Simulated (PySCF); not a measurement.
PySCF 2.14 output of an unrestricted r2SCAN calculation on a single atom or ion in dyall-av3z (15s9p3d2f, 71 functions), with scalar relativity by spin-free X2C-1e:

```
SCF conv_tol = 1e-09
number electrons alpha = 2  beta = 2
    J. W. Furness, A. D. Kaplan, J. Ning, J. P. Perdew, and J. Sun.,  J. Phys. Chem. Lett. 11, 8208-8215 (2020)
    J. W. Furness, A. D. Kaplan, J. Ning, J. P. Perdew, and J. Sun.,  J. Phys. Chem. Lett. 11, 9248-9248 (2020)
    J. W. Furness, A. D. Kaplan, J. Ning, J. P. Perdew, and J. Sun.,  J. Phys. Chem. Lett. 11, 8208-8215 (2020)
    J. W. Furness, A. D. Kaplan, J. Ning, J. P. Perdew, and J. Sun.,  J. Phys. Chem. Lett. 11, 9248-9248 (2020)
cycle= 1 E= -24.3229809590863  delta_E= -0.000994  |g|= 0.00453  |ddm|= 0.0478
cycle= 2 E= -24.3229826707173  delta_E= -1.71e-06  |g|= 0.000274  |ddm|= 0.00545
cycle= 3 E= -24.322982704238  delta_E= -3.35e-08  |g|= 4e-05  |ddm|= 0.000938
cycle= 4 E= -24.3229827049857  delta_E= -7.48e-10  |g|= 3.66e-06  |ddm|= 0.000148
converged SCF energy = -24.3229827049857  <S^2> = -3.5527137e-15  2S+1 = 1
```

The run itself started from symmetry-adapted Hartree-Fock orbitals and held the occupation by maximum overlap, on a logarithmic radial grid, so the iterations belong to that start.

Which element, charge and spin multiplicity is this?

B⁺ (boron, charge +1), multiplicity 1; the state was [He] 2s2, closed-shell 1S.
